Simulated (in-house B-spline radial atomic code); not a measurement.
## Excitations of the silver ion Ag⁺ by several methods

Full response, energies in eV; labels give the largest channel, * marks a mixed state, a dash one above the method's threshold, and an imaginary frequency an unstable closed-shell reference. Computed with a B-spline radial code for spherical atoms: linear response of the closed shell [Kr] 4d10 with each method's own kernel (bare exchange for TDHF, static screening on G0W0 levels for BSE, the adiabatic kernel for functionals); non-relativistic, point nucleus, no spin-orbit coupling, no double excitations, S, P, D and F terms only; shells from n = 2 respond. Only terms of natural parity with L up to 3 were computed.

Without relativity these are model numbers for so heavy an element.

```csv
method,4d → 5s 3D,4d → 5s 1D,4d → 5p 3P,α (bohr³)
TDHF,6.795,7.500,11.165,8.281
BSE on G0W0@HF,6.651,7.221,11.370,7.975
LDA VWN5,5.044,5.537,9.604,10.12
PBE,4.966,5.511,9.366,10.14
PBE0,5.588,6.147,10.041,9.455
B3LYP (VWN-RPA),5.281,5.825,9.782,9.708
CAM-B3LYP,5.359,5.897,9.833,9.599
LC-wPBE,5.534,6.087,9.941,9.504
wB97X,5.825,6.154,10.402,9.652
HSE06,5.561,6.121,10.036,9.489
BHandHLYP,5.920,6.491,10.436,9.023
BLYP,4.751,5.300,9.193,10.31
PBEsol,5.027,5.576,9.466,10.13
BP86,5.016,5.570,9.543,10.2
LDA exchange-only,4.448,5.096,8.706,10.75
B97-1,?,?,?,?
RPBE,?,?,?,?
OLYP,5.061,5.596,9.289,9.863
```

Problem. What does RPBE give?

Solution. 4d → 5s 3D: 4.945; 4d → 5s 1D: 5.485; 4d → 5p 3P: 9.268; α: 10.15 (eV, bohr³).

Problem. What does B97-1 give?

Solution. 4d → 5s 3D: 5.608; 4d → 5s 1D: 5.999; 4d → 5p 3P: 10.172; α: 9.607 (eV, bohr³).
